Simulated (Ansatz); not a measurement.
`C[SiH](C)[S][AlH2]` and `C[SiH](C)[AlH][Cl]` differ in one atom or group.

Ansatz, PBE0-D4/def2-TZVP geometries, multiplicity 1. Each molecule was computed in one conformer, which needn't be the lowest. `C[SiH](C)[S][AlH2]` holds a close contact that its SMILES doesn't draw: H···Al 1.93 Å.

```json
{"property": "size of the dipole moment (PBE/def2-TZVPP) / D", "`C[SiH](C)[S][AlH2]`": "2.94"}
{"property": "LUMO energy (B3LYP/def2-TZVPP) / eV", "`C[SiH](C)[S][AlH2]`": "-0.65"}
{"property": "HOMO energy (B3LYP/def2-TZVPP) / eV", "`C[SiH](C)[S][AlH2]`": "-6.84"}
{"property": "HOMO–LUMO gap (B3LYP/def2-TZVPP) / eV", "`C[SiH](C)[S][AlH2]`": "6.20"}
{"property": "LUMO energy (ωB97M-V/def2-TZVPP) / eV", "`C[SiH](C)[S][AlH2]`": "1.13"}
{"property": "HOMO–LUMO gap (PBE/def2-TZVPP) / eV", "`C[SiH](C)[S][AlH2]`": "4.67"}
```

Give the same properties after the change, and the shifts. (Estimate.)

Computed: 
```json
{"property": "size of the dipole moment (PBE/def2-TZVPP) / D", "`C[SiH](C)[AlH][Cl]`": "2.12", "shift": "-0.82"}
{"property": "LUMO energy (B3LYP/def2-TZVPP) / eV", "`C[SiH](C)[AlH][Cl]`": "-1.95", "shift": "-1.30"}
{"property": "HOMO energy (B3LYP/def2-TZVPP) / eV", "`C[SiH](C)[AlH][Cl]`": "-7.04", "shift": "-0.20"}
{"property": "HOMO–LUMO gap (B3LYP/def2-TZVPP) / eV", "`C[SiH](C)[AlH][Cl]`": "5.10", "shift": "-1.10"}
{"property": "LUMO energy (ωB97M-V/def2-TZVPP) / eV", "`C[SiH](C)[AlH][Cl]`": "-0.13", "shift": "-1.26"}
{"property": "HOMO–LUMO gap (PBE/def2-TZVPP) / eV", "`C[SiH](C)[AlH][Cl]`": "3.61", "shift": "-1.06"}
```

With PBE0 the HOMO falls by 0.14 eV and the LUMO falls by 1.30 eV, so the gap narrows by about 1.16 eV. PBE moves the HOMO by -0.21 eV and ωB97M-V by 0.03 eV. Dipoles are sizes alone; their direction can turn.

Positive LUMOs are unbound, so they and the gaps depend on the basis.

B3LYP here is the variant with VWN-RPA as its local correlation; programs differ in this.
